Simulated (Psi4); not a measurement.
ClK (SMILES [Cl][K]), singlet, at a GFN2-xTB geometry (such geometries of metal compounds can be far from the true shape). Base run: B3LYP/STO-3G run with Psi4.

Here is a job for Psi4.
```
memory 2 GB

molecule {
0 1
K    -0.00000000   -0.00000000   -1.21784993
Cl    0.00000000    0.00000000    1.36112639
}

set {
  basis sto-3g
}

energy('b3lyp')
print_variables()
```

Variants of this job, named by their change:

```json
[
 {"change": "base", "ΔE vs base (µEh)": "0.0", "SCF cycles": "6", "grid points": "38992", "basis functions": "22"},
 {"change": "cholesky_tolerance = 1e-6 (with scf_type cd)", "ΔE vs base (µEh)": "1414", "SCF cycles": "6", "grid points": "38992", "basis functions": "22"},
 {"change": "dft_radial_scheme = mura", "ΔE vs base (µEh)": "-26.5", "SCF cycles": "6", "grid points": "39507", "basis functions": "22"},
 {"change": "cholesky_tolerance = 1e-3 (with scf_type cd)", "ΔE vs base (µEh)": "975", "SCF cycles": "6", "grid points": "38992", "basis functions": "22"},
 {"change": "basis_guess = sto-3g", "ΔE vs base (µEh)": "0.0", "SCF cycles": "1", "grid points": "38992", "basis functions": "22"},
 {"change": "dft_nuclear_scheme = stratmann", "ΔE vs base (µEh)": "-20.1", "SCF cycles": "6", "grid points": "37575", "basis functions": "22"},
 {"change": "level_shift = 1.0", "ΔE vs base (µEh)": "0.0", "SCF cycles": "10", "grid points": "38992", "basis functions": "22"},
 {"change": "df_basis_scf = def2-universal-jkfit", "ΔE vs base (µEh)": "0.0", "SCF cycles": "6", "grid points": "38992", "basis functions": "22"},
 {"change": "puream = true", "ΔE vs base (µEh)": "0.0", "SCF cycles": "6", "grid points": "38992", "basis functions": "22"},
 {"change": "scf_initial_accelerator = none", "ΔE vs base (µEh)": "0.0", "SCF cycles": "6", "grid points": "38992", "basis functions": "22"},
 {"change": "basis_guess = true", "ΔE vs base (µEh)": "0.0", "SCF cycles": "6", "grid points": "38992", "basis functions": "22"},
 {"change": "diis_max_vecs = 3", "ΔE vs base (µEh)": "0.0", "SCF cycles": "6", "grid points": "38992", "basis functions": "22"},
 {"change": "e_convergence = 1e-4", "ΔE vs base (µEh)": "0.0", "SCF cycles": "6", "grid points": "38992", "basis functions": "22"}
]
```
